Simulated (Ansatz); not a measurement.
Results of the Gaussian-basis code of Ansatz.

A structure relaxed at PBE0-D4/def2-TZVP, charge 0, multiplicity 1:

```json
{"atom": "F1", "x (Å)": "1.626", "y (Å)": "0.351", "z (Å)": "-1.799"}
{"atom": "Si2", "x (Å)": "1.522", "y (Å)": "0.211", "z (Å)": "-0.226"}
{"atom": "F3", "x (Å)": "2.437", "y (Å)": "1.339", "z (Å)": "0.411"}
{"atom": "N4", "x (Å)": "-0.061", "y (Å)": "0.541", "z (Å)": "0.324"}
{"atom": "Si5", "x (Å)": "-1.513", "y (Å)": "-0.319", "z (Å)": "0.069"}
{"atom": "Cl6", "x (Å)": "-2.384", "y (Å)": "-0.805", "z (Å)": "1.850"}
{"atom": "Cl7", "x (Å)": "-1.007", "y (Å)": "-2.009", "z (Å)": "-0.953"}
{"atom": "H8", "x (Å)": "2.040", "y (Å)": "-1.111", "z (Å)": "0.138"}
{"atom": "H9", "x (Å)": "-0.138", "y (Å)": "1.377", "z (Å)": "0.890"}
{"atom": "H10", "x (Å)": "-2.521", "y (Å)": "0.426", "z (Å)": "-0.702"}
```

Problem. Give its formula and SMILES.

Solution. Cl2F2H3NSi2, `F[SiH](F)N[SiH](Cl)Cl`.

Problem. Summarise the bond lengths by kind.

Solution. 2 × F–Si 1.583 to 1.586 Å; 2 × N–Si 1.706 to 1.708 Å; 2 × H–Si 1.466 to 1.472 Å; 1 × H–N 1.013 Å; 2 × Cl–Si 2.039 to 2.041 Å.
